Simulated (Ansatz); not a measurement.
CH₇BSi₂, SMILES `B1C[SiH2][SiH2]1`. Charge 0, multiplicity 1. The geometry is a stationary point of PBE0-D4/def2-TZVP.

```xyz
11

B    -0.189   -0.071   -1.161
C    -1.375   -0.379   -0.233
Si    0.128   -0.524    0.989
Si    1.177    1.111   -0.431
H     0.279   -0.976   -1.801
H    -1.975   -1.267   -0.414
H    -1.962    0.434    0.194
H    -0.239    0.156    2.253
H     0.667   -1.883    1.220
H     0.900    2.403    0.249
H     2.588    0.997   -0.865
```

Problem. What is the dipole moment at PBE/def2-TZVPP? (Estimate.)

Solution. Computed: 0.73 D, with components (-0.35, -0.05, 0.64) D in this frame, pointing from negative to positive charge.

Problem. And with r2SCAN, B3LYP, ωB97M-V? (Estimate.)

Solution. Computed: r2SCAN 0.70 D, B3LYP 0.60 D, ωB97M-V 0.58 D.

Problem. Give the Mulliken charges with PBE, r2SCAN, B3LYP in def2-TZVPP. (Best estimate.)

Solution. Ansatz gave: 
```
atom    PBE  r2SCAN  B3LYP
  B1   0.03    0.05   0.06
  C2  -0.24   -0.26  -0.30
 Si3   0.11    0.18   0.16
 Si4   0.02    0.08   0.04
  H5   0.02    0.00   0.03
  H6   0.10    0.08   0.11
  H7   0.12    0.11   0.13
  H8  -0.03   -0.05  -0.05
  H9  -0.04   -0.06  -0.05
 H10  -0.05   -0.06  -0.06
 H11  -0.05   -0.07  -0.06
```

B3LYP here is the variant with VWN-RPA as its local correlation; programs differ in this.
